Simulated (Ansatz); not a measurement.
Saddle point of SiNH$_{4}$F$_{3}$, singlet (SiNH₃F₂ ([NH2][SiH]([F])[F]) + HF → SiHF₃ ([F][SiH]([F])[F]) + NH₃ (still joined by a long Si–N bond); bonds formed: Si1–F7, N2–H6; bonds broken: H6–F7; bonds weakened to dative contacts: Si1–N2), PBE0-D4/def2-TZVP structure:

Si1  (-0.623, 0.368, -0.370)
N2  (0.828, -0.086, 0.619)
F3  (-0.225, 0.384, -1.901)
F4  (-0.691, 1.945, -0.054)
H5  (-1.948, -0.070, 0.062)
H6  (0.522, -1.227, 0.201)
F7  (-0.304, -1.715, -0.458)
H8  (0.747, 0.081, 1.614)
H9  (1.696, 0.320, 0.287)
(Å)

Energies are electronic, without zero-point energy. Barriers and step energies count from the start structure reached by relaxing down the imaginary mode; all methods use the PBE0-D4 structures, on which another method's saddle can fall below an end. Program: Ansatz 0.2.0. Basis: def2-TZVPP, with def2-QZVPP for the basis limit. Cores are frozen in the correlated methods. B3LYP uses VWN-RPA correlation. Extrapolation: Hartree–Fock as exp(−7.88 √X), correlation as X^−2.97.

```json
{"method": "SPW92", "barrier (eV)": "0.173", "step energy (eV)": "-0.836"}
{"method": "PBE-D4", "barrier (eV)": "0.457", "step energy (eV)": "-0.703"}
{"method": "BLYP-D4", "barrier (eV)": "0.591", "step energy (eV)": "-0.659"}
{"method": "r2SCAN-D4", "barrier (eV)": "0.485", "step energy (eV)": "-0.828"}
{"method": "B97M-V", "barrier (eV)": "0.623", "step energy (eV)": "-0.870"}
{"method": "PBE0-D4", "barrier (eV)": "0.563", "step energy (eV)": "-0.727"}
{"method": "B3LYP-D4", "barrier (eV)": "0.649", "step energy (eV)": "-0.693"}
{"method": "r2SCAN0-D4", "barrier (eV)": "0.571", "step energy (eV)": "-0.816"}
{"method": "BHLYP-D4", "barrier (eV)": "?", "step energy (eV)": "-0.745"}
{"method": "CAM-B3LYP-D4", "barrier (eV)": "?", "step energy (eV)": "-0.751"}
{"method": "wB97X-V", "barrier (eV)": "?", "step energy (eV)": "-0.792"}
{"method": "wB97M-V", "barrier (eV)": "0.561", "step energy (eV)": "-0.810"}
{"method": "B2PLYP", "barrier (eV)": "0.658", "step energy (eV)": "-0.723"}
{"method": "PBE-QIDH", "barrier (eV)": "0.624", "step energy (eV)": "-0.762"}
{"method": "RPA on PBE", "barrier (eV)": "0.653", "step energy (eV)": "-0.762"}
{"method": "HF", "barrier (eV)": "1.088", "step energy (eV)": "-0.678"}
{"method": "MP2", "barrier (eV)": "0.649", "step energy (eV)": "-0.740"}
{"method": "CCSD", "barrier (eV)": "0.744", "step energy (eV)": "-0.749"}
{"method": "CCSD(T)", "barrier (eV)": "0.675", "step energy (eV)": "-0.756"}
```

**Question.** Fill in the withheld barriers. (An estimate is asked for; the value comes from the calculation.)

**Answer.** Computed: BHLYP-D4 0.750; wB97X-V 0.582; CAM-B3LYP-D4 0.601 eV. Each is the energy of the saddle less that of the start structure, by the same method.

For comparison, the barrier by CCSD(T) at an estimated basis limit (MP2 extrapolated from triple and quadruple zeta, plus CCSD(T) − MP2 in triple zeta) is 0.685 eV.

The T1 diagnostic stays at or below 0.012.

Steps of this kind, hydrogen fluoride cutting a network bond, underlie vapour etching and the fluorination step of atomic layer etching.

Labels in which every atom is bracketed show which atoms are joined, not bond orders.

For scale, one of the runs: CCSD(T)/def2-TZVPP, 222 basis functions, launched by `ansatz run in.yaml --threads 4 --pin off --events-out ev --progress --plain --max-ram 9574MiB`. Hardware: 4 CPU threads of an Intel Xeon Platinum 8488C, shared host. Wall time 80 s; peak host memory 3.8 GiB.
